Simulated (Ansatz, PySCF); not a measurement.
Ta(S)(F)(OH)2 (FH2O2STa), SMILES [S]=[Ta]([OH])([F])[OH], multiplicity 1. Atoms are numbered in the order given.

```xyz
7

Ta     0.1323     0.2229     0.0000
S     -2.0267     0.0572     0.0000
F      0.6193     2.0406     0.0000
O      0.8051    -0.6437    -1.5317
H      0.4396    -1.1103    -2.2889
O      0.8051    -0.6437     1.5317
H      0.4396    -1.1103     2.2889
```
Charge 0, spin multiplicity 1.

The structure is a stationary point at PBE0-D3(BJ)/def2-SVP. The multiplicity is an assumed one; other spin states were not compared. The def2 effective core potentials stand for the cores of Ta; spin–orbit coupling is left out. The values are those of a single conformer.

Two levels are set side by side: PBE-D3(BJ)/def2-SVP (Ansatz, a first-principles code) and PBE0-D3(BJ)/def2-SVP (Ansatz). Each level has its own optimised geometry; the coordinates shown are those of the second. Frequencies come from the Hessian of PySCF at each geometry. Differences are taken from unrounded values.

| quantity | PBE0-D3(BJ) |
|---|---|
| mean bond length (Å) | 1.623 |
| bond Ta1–S2 (Å) | 2.165 |
| bond Ta1–F3 (Å) | 1.882 |
| bond Ta1–O4 (Å) | 1.884 |
| bond Ta1–O6 (Å) | 1.884 |
| bond O4–H5 (Å) | 0.962 |
| bond O6–H7 (Å) | 0.962 |
| highest harmonic wavenumber (cm⁻¹) | 3947 |
| mean harmonic wavenumber (cm⁻¹) | 879 |
| zero-point energy (kcal/mol) | 18.84 |

Task: What does PBE-D3(BJ) give, and how far is it from PBE0-D3(BJ)? (The exact figures need the calculation; the answer reports its results.)

Result: 
| quantity | PBE-D3(BJ) | PBE-D3(BJ) minus PBE0-D3(BJ) |
|---|---|---|
| mean bond length (Å) | 1.638 | 0.015 |
| bond Ta1–S2 (Å) | 2.184 | 0.018 |
| bond Ta1–F3 (Å) | 1.895 | 0.013 |
| bond Ta1–O4 (Å) | 1.902 | 0.018 |
| bond Ta1–O6 (Å) | 1.902 | 0.018 |
| bond O4–H5 (Å) | 0.973 | 0.011 |
| bond O6–H7 (Å) | 0.973 | 0.011 |
| highest harmonic wavenumber (cm⁻¹) | 3782 | -164 |
| mean harmonic wavenumber (cm⁻¹) | 843 | -35 |
| zero-point energy (kcal/mol) | 18.09 | -0.75 |

Exact exchange shortens and stiffens bonds; PBE has none. Differences between two approximate levels are no errors against the true value.
